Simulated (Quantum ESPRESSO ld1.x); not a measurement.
Q: Rb2+, 35 electrons, occupied as [Ar] 3d10 4s2 4p5. Calculated with ld1.x of Quantum ESPRESSO 7.5: Dirac Kohn-Sham, PBEsol, spin-unpolarised, spherical densities, point nucleus; open shells fill j = l - 1/2 first. Some entries of the table are withheld. Estimate them.

orbital  occ.  eigenvalue (eV)  <r> (bohr)  <1/r> (bohr^-1)
1s1/2       2         -15037.5     0.04031            37.86
2s1/2       2         -2025.89      0.1777            8.498
2p1/2       2         -1839.74      0.1523            8.470
2p3/2       4         -1779.02      0.1564            8.159
3s1/2       2         -317.299      0.5107            2.822
3p1/2       2         -250.626      0.5117            2.711
3p3/2       4         -241.492      0.5222            2.636
3d3/2       4         -124.722      0.5227            2.403
3d5/2       6         -123.169      0.5264            2.384
4s1/2       2         -50.3114         (1)           0.9435
4p1/2       2         -34.3661       1.615              (2)
4p3/2       3         -33.3798       1.646              (3)

A: 
(1) 4s1/2 <r> (bohr): 1.422
(2) 4p1/2 <1/r> (bohr^-1): 0.8206
(3) 4p3/2 <1/r> (bohr^-1): 0.8024
